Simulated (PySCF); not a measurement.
C3H6F2Si, SMILES F[C@@H]1C([SiH3])[C@H]1F. Atoms are numbered in the order given.

```xyz
12

F     -1.7346     1.6195    -0.4867
C     -0.8174     0.8408     0.1506
C     -0.9967    -0.6292     0.1055
F     -0.6690    -1.3597     1.2134
C      0.1227    -0.0007    -0.6874
Si     1.9243    -0.2210    -0.1894
H     -0.4459     1.2965     1.0757
H     -1.8625    -1.0365    -0.4271
H     -0.0715     0.0426    -1.7657
H      2.0861     0.0844     1.2589
H      2.3708    -1.6169    -0.4571
H      2.7636     0.7199    -0.9852
```

The structure is a stationary point at B3LYP-D3(BJ)/def2-SVP. The structure was generated by enumeration; whether it is a known compound was not checked.

Calculation: PBE0/pcSseg-1 (PySCF).

GIAO shieldings, no solvent; atoms listed in one row are averaged. δ = σ(ref) − σ: ¹⁹F against CFCl3 (σ = 167.2 ppm); ¹³C against TMS (σ = 186.3 ppm); ²⁹Si against TMS (σ = 352.7 ppm); ¹H against TMS (σ = 31.56 ppm), references at their B3LYP-D3(BJ)/def2-TZVP geometries, non-relativistic.

Estimate the chemical shifts. (An estimate is asked for; the answer gives what the named calculation found.)


```
nucleus          atoms  count  δ (ppm)
-------  -------------  -----  -------
¹⁹F                 F1      1   -227.3
¹⁹F                 F4      1   -240.6
¹³C             C2, C3      2     78.3
¹³C                 C5      1     13.0
²⁹Si               Si6      1    -68.0
¹H                  H8      1     5.04
¹H                  H7      1     4.72
¹H       H10, H11, H12      3     4.25
¹H                  H9      1     0.93
```
